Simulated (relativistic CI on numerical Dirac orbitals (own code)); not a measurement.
## d1 to d9 in one tetrahedral field

Computed with a parametric ligand-field model without spin-orbit coupling, by exact diagonalisation: B = 820, C = 3950, 10Dq = -3500 cm⁻¹ (Td; |10Dq|/B = 4.3) for every shell. Energies in cm⁻¹; the field energy is (0.6 n_e − 0.4 n_t2) × 10Dq of the ground term; g labels are left out.

```csv
Shell,Ground term,Electrons in e,Field energy,First spin-allowed bands,Lowest term of other spin
d1,2E,1.000,-2100,2T2 3500,
d2,3A2,2.000,-4200,"3T2 3500, 3T1 6111",1E 13537
d3,4T1,1.871,-2348,"4T2 2935, 4A2 6435",2E 14001
d4,5T2,2.000,-1400,5E 3500,3T1 17325
d5,6A1,2.000,0,none,4T1 26417
d6,?,?,?,?,?
d7,4A2,4.000,-4200,"4T2 3500, 4T1 6111",2E 16820
d8,3T1,3.871,-2348,"3T2 2935, 3A2 6435",1T2 12914
d9,2T2,4.000,-1400,2E 3500,
```

(1) Fill in the row of d6.

Results:

(1) Ground term: 5E; Electrons in e: 3.000; Field energy: -2100; First spin-allowed bands: 5T2 3500; Lowest term of other spin: 3T1 17676. Every shell keeps the spin of the free ion. Tetrahedral fields of 3d complexes are almost always too weak to pair spins. High-spin d^(n+5) repeats the spin-allowed bands of d^n, since the half-filled shell is spherical.
